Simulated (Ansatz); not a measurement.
Cost and result for the atomization energy of BH$_{9}$Si$_{3}$ (`B[SiH]([SiH3])[SiH3]`) (13 atoms, 12 bonds).

```xyz
13

B    -0.937   -0.482    1.891
Si   -0.782    0.064   -0.015
Si    0.630    1.932   -0.142
Si    0.362   -1.621   -1.177
H     0.062   -0.733    2.499
H    -1.982   -0.574    2.465
H    -2.067    0.363   -0.710
H     1.949    1.587    0.452
H     0.066    3.096    0.594
H     0.831    2.324   -1.563
H    -0.380   -2.911   -1.143
H     0.551   -1.223   -2.598
H     1.697   -1.824   -0.553
```

Charge 0, multiplicity 1. All single points use the PBE0-D4/def2-TZVP geometry. Program: Ansatz. All runs use 4 threads of an Arm Neoverse V2 on a shared host. Times are those of one run each, without the atoms' runs, and a repeat can differ threefold. Electronic energies, without spin–orbit coupling; frozen cores. CCSD(T)/CBS adds CCSD(T) − MP2 in def2-TZVPP to the MP2 limit, and its time is that of the two runs behind it. T1 = 0.015. B3LYP takes the VWN-RPA correlation (the form of Gaussian; ORCA's B3LYP/G).

CCSD(T)/CBS is a level of theory with its own doubt, some kJ/mol a heavy atom from the limit and from the frozen cores, so smaller differences don't rank the functionals.

```json
{"level": "LDA (SPW92)/def2-TZVPP", "functions": "283", "wall time": "1.2 s"}
{"level": "revPBE-D4/def2-TZVPP", "functions": "283", "wall time": "2 s"}
{"level": "BLYP-D4/def2-TZVPP", "functions": "283", "wall time": "2.1 s"}
{"level": "CCSD(T)/def2-SVP", "functions": "113", "wall time": "2.9 s"}
{"level": "BHLYP-D4/def2-TZVPP", "functions": "283", "wall time": "3 s"}
{"level": "PBE0-D4/def2-TZVPP", "functions": "283", "wall time": "3.2 s"}
{"level": "CAM-B3LYP-D4/def2-TZVPP", "functions": "283", "wall time": "3.7 s"}
{"level": "r2SCAN-D4/def2-TZVPP (with forces)", "functions": "283", "wall time": "4.5 s"}
{"level": "B3LYP-D4/def2-TZVPP (with forces)", "functions": "283", "wall time": "4.7 s"}
{"level": "PBE-QIDH/def2-TZVPP", "functions": "283", "wall time": "5.5 s"}
{"level": "MP2/def2-QZVPP", "functions": "537", "wall time": "20 s"}
{"level": "CCSD(T)/def2-TZVPP", "functions": "283", "wall time": "110 s"}
{"level": "CCSD(T)/CBS(def2)", "functions": "–", "wall time": "2.1 min"}
```

Problem. What atomization energy does each give, and how far from CCSD(T)/CBS? (Best estimate.)

Solution. Computed: 
```json
{"level": "LDA (SPW92)/def2-TZVPP", "atomization (kJ/mol)": "4201.0", "difference from CCSD(T)/CBS": "371.3", "per bond": "30.9"}
{"level": "revPBE-D4/def2-TZVPP", "atomization (kJ/mol)": "3754.3", "difference from CCSD(T)/CBS": "-75.4", "per bond": "-6.3"}
{"level": "BLYP-D4/def2-TZVPP", "atomization (kJ/mol)": "3787.3", "difference from CCSD(T)/CBS": "-42.4", "per bond": "-3.5"}
{"level": "CCSD(T)/def2-SVP", "atomization (kJ/mol)": "3599.6", "difference from CCSD(T)/CBS": "-230.1", "per bond": "-19.2"}
{"level": "BHLYP-D4/def2-TZVPP", "atomization (kJ/mol)": "3820.2", "difference from CCSD(T)/CBS": "-9.5", "per bond": "-0.8"}
{"level": "PBE0-D4/def2-TZVPP", "atomization (kJ/mol)": "3801.8", "difference from CCSD(T)/CBS": "-27.9", "per bond": "-2.3"}
{"level": "CAM-B3LYP-D4/def2-TZVPP", "atomization (kJ/mol)": "3846.3", "difference from CCSD(T)/CBS": "16.6", "per bond": "1.4"}
{"level": "r2SCAN-D4/def2-TZVPP (with forces)", "atomization (kJ/mol)": "3845.8", "difference from CCSD(T)/CBS": "16.1", "per bond": "1.3"}
{"level": "B3LYP-D4/def2-TZVPP (with forces)", "atomization (kJ/mol)": "3842.0", "difference from CCSD(T)/CBS": "12.3", "per bond": "1.0"}
{"level": "PBE-QIDH/def2-TZVPP", "atomization (kJ/mol)": "3790.7", "difference from CCSD(T)/CBS": "-39.0", "per bond": "-3.3"}
{"level": "MP2/def2-QZVPP", "atomization (kJ/mol)": "3750.0", "difference from CCSD(T)/CBS": "-79.7", "per bond": "-6.6"}
{"level": "CCSD(T)/def2-TZVPP", "atomization (kJ/mol)": "3741.9", "difference from CCSD(T)/CBS": "-87.8", "per bond": "-7.3"}
{"level": "CCSD(T)/CBS(def2)", "atomization (kJ/mol)": "3829.7", "difference from CCSD(T)/CBS": "0.0", "per bond": "0.0"}
```

From r2SCAN to r2SCAN0 (25 % exact exchange), in def2-TZVPP and without D4, the atomization energy moves by −18.6 kJ/mol: exact exchange takes away binding that semilocal exchange gives to molecules. At CCSD(T), def2-SVP lies −230.1 kJ/mol from the extrapolated value and def2-TZVPP −87.8 kJ/mol: correlation converges slowly with the basis, and small sets miss more of it in the bonded molecule than in its fragments. In def2-TZVPP, CCSD(T) changes the Hartree–Fock value by +759.3 kJ/mol (the triples alone add +30.0 kJ/mol) and MP2 by +715.3 kJ/mol; breaking electron pairs costs correlation energy, which Hartree–Fock lacks.
